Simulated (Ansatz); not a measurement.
Consider the isomerisation: `O[SiH](O)[Si](F)(Cl)Cl` → `O[Si@@H](Cl)O[Si@H](F)Cl`.

Program: Ansatz. Geometries: PBE0-D4/def2-TZVP. ΔE: electronic, gas phase. CCSD(T)/CBS adds triple-zeta CCSD(T) − MP2 to the extrapolated MP2 energy (def2 sets, frozen cores). Functionals use def2-TZVPP. B3LYP here is the variant with VWN-RPA as its local correlation; programs differ in this. One conformer a species, not always the lowest.

| level | ΔE (kcal/mol) | difference from CCSD(T)/CBS |
| --- | --- | --- |
| PBE-D4 | -32.3 | 7.7 |
| r2SCAN-D4 | -38.5 | 1.5 |
| PBE0-D4 | -35.4 | 4.6 |
| B3LYP-D4 | -38.4 | 1.6 |
| ωB97X-V | -38.8 | 1.2 |
| ωB97M-V | -40.3 | -0.3 |
| B2PLYP | -40.1 | -0.1 |
| PBE | -32.3 | 7.7 |
| r2SCAN | -38.4 | 1.6 |
| PBE0 | -35.4 | 4.6 |
| B3LYP | -38.3 | 1.7 |
| HF/def2-TZVPP | -46.0 | -6.0 |
| MP2/def2-TZVPP | -41.7 | -1.7 |
| SCS-MP2/def2-TZVPP | -42.2 | -2.2 |
| CCSD/def2-TZVPP | -41.3 | -1.3 |
| CCSD(T)/def2-TZVPP | -40.5 | -0.5 |
| HF/def2-QZVPP | -46.6 | -6.6 |
| MP2/def2-QZVPP | -41.6 | -1.6 |
| SCS-MP2/def2-QZVPP | -42.1 | -2.1 |
| HF/CBS(def2) | -46.7 | -6.7 |
| MP2/CBS(def2) | -41.2 | -1.2 |
| CCSD/CBS(def2) | -40.9 | -0.9 |
| CCSD(T)/CBS | -40.0 | 0 |

Largest T1 diagnostic among the species: 0.012.

In def2-TZVPP, CCSD(T) changes the Hartree–Fock value by +5.5 kcal/mol (the triples alone add +0.9 kcal/mol) and MP2 by +4.3 kcal/mol. From PBE to PBE0 (25 % exact exchange), in def2-TZVPP and without D4, ΔE moves by −3.1 kcal/mol.
